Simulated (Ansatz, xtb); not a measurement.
Relative energy of two structures of C3H9BOSi

Structure I: a singlet given by its coordinates. Structure II: `B[C@@H]1OC[C@H]1[SiH3]`, a singlet. Both are isolated molecules in the gas phase, relaxed with PBE0-D3(BJ)/def2-SVP; the shapes shown needn't be the lowest conformers.

I (Å):

```json
{"atom": "C", "x (Å)": "-0.7085", "y (Å)": "0.5845", "z (Å)": "1.3657"}
{"atom": "C", "x (Å)": "0.1712", "y (Å)": "1.1197", "z (Å)": "2.4690"}
{"atom": "C", "x (Å)": "1.3036", "y (Å)": "0.7542", "z (Å)": "1.5061"}
{"atom": "B", "x (Å)": "-2.1727", "y (Å)": "0.5256", "z (Å)": "1.0588"}
{"atom": "O", "x (Å)": "0.3181", "y (Å)": "0.2388", "z (Å)": "0.5833"}
{"atom": "Si", "x (Å)": "-2.1141", "y (Å)": "2.4641", "z (Å)": "0.3297"}
{"atom": "H", "x (Å)": "-2.9061", "y (Å)": "0.6914", "z (Å)": "2.0157"}
{"atom": "H", "x (Å)": "-2.5218", "y (Å)": "-0.1073", "z (Å)": "0.0834"}
{"atom": "H", "x (Å)": "-3.4996", "y (Å)": "2.7700", "z (Å)": "-0.1446"}
{"atom": "H", "x (Å)": "-1.1685", "y (Å)": "2.6484", "z (Å)": "-0.8181"}
{"atom": "H", "x (Å)": "-1.7489", "y (Å)": "3.4877", "z (Å)": "1.3657"}
{"atom": "H", "x (Å)": "0.0388", "y (Å)": "2.1827", "z (Å)": "2.7136"}
{"atom": "H", "x (Å)": "0.1167", "y (Å)": "0.5276", "z (Å)": "3.3941"}
{"atom": "H", "x (Å)": "1.9999", "y (Å)": "-0.0363", "z (Å)": "1.8206"}
{"atom": "H", "x (Å)": "1.8581", "y (Å)": "1.5917", "z (Å)": "1.0580"}
```

Close contacts (Å): C1–C2 1.51, C1–B4 1.50, C1–O5 1.34, C2–C3 1.53, C3–O5 1.45, B4–Si6 2.07, C2–H12 1.10, C2–H13 1.10, C3–H14 1.10, C3–H15 1.10, B4–H7 1.22, B4–H8 1.21, Si6–H9 1.50, Si6–H10 1.50, Si6–H11 1.50.

II (Å):

```csv
atom,x (Å),y (Å),z (Å)
C,-1.4122,2.0319,1.1598
C,-1.3330,0.2353,2.1552
C,-0.2728,0.9400,1.2882
B,-0.4614,3.0488,1.8000
O,-2.2877,1.2684,1.9899
Si,0.3221,0.1512,-0.3172
H,-0.3922,3.1468,3.0013
H,0.3109,3.6321,1.0748
H,-1.8087,2.1831,0.1431
H,-1.0436,0.0821,3.2095
H,-1.6918,-0.7289,1.7479
H,0.6128,1.2778,1.8729
H,1.0266,1.1755,-1.1437
H,1.2554,-0.9805,-0.0285
H,-0.8660,-0.3657,-1.0603
```

Task: Estimate which is lower in electronic energy at CCSD(T)/def2-SVP + ΔMP2/def2-TZVPP, and by roughly how much.

Result: The CCSD(T)/def2-SVP + ΔMP2/def2-TZVPP calculation puts structure I lower, by 0.099 eV.

How the difference moves with the method:

```json
{"level": "PBE0-D3(BJ)/def2-SVP", "geometry": "PBE0-D3(BJ)/def2-SVP", "E(II) − E(I) (eV)": "+0.275", "departure from the last row (eV)": "+0.176", "job, with rough time for the two": "optimisation, 97 s"}
{"level": "HF/def2-SVP", "geometry": "PBE0-D3(BJ)/def2-SVP", "E(II) − E(I) (eV)": "−0.301", "departure from the last row (eV)": "−0.400", "job, with rough time for the two": "part of the CCSD(T) run"}
{"level": "MP2/def2-SVP", "geometry": "PBE0-D3(BJ)/def2-SVP", "E(II) − E(I) (eV)": "+0.069", "departure from the last row (eV)": "−0.030", "job, with rough time for the two": "part of the CCSD(T) run"}
{"level": "CCSD(T)/def2-SVP", "geometry": "PBE0-D3(BJ)/def2-SVP", "E(II) − E(I) (eV)": "+0.124", "departure from the last row (eV)": "+0.025", "job, with rough time for the two": "single point"}
{"level": "CCSD(T)/def2-SVP + ΔMP2/def2-TZVPP", "geometry": "PBE0-D3(BJ)/def2-SVP", "E(II) − E(I) (eV)": "+0.099", "departure from the last row (eV)": "", "job, with rough time for the two": "single point, 35 s"}
```

HF/def2-SVP puts the two in the other order. The largest departure from CCSD(T)/def2-SVP + ΔMP2/def2-TZVPP is that of HF/def2-SVP, 0.400 eV. Levels run at GFN2-xTB geometries aren't shown. The last row adds to CCSD(T) the change of the MP2 difference between the two basis sets, here −0.025 eV.

With thermal terms from frequencies at re-optimised GFN2-xTB minima (ideal gas, soft modes damped towards free rotors, one conformer each, 298.15 K, 1 atm): on the last row, ΔE + ΔZPE = +0.080, ΔH = +0.087, ΔG = +0.053 eV.

The correlated steps freeze 10 core orbitals. Mirror images aren't counted in ΔG. Programs: Ansatz 0.2.0, xtb 6.7.1; the last row on 2 threads of Intel(R) Xeon(R) 6975P-C (Granite Rapids) on a shared host.
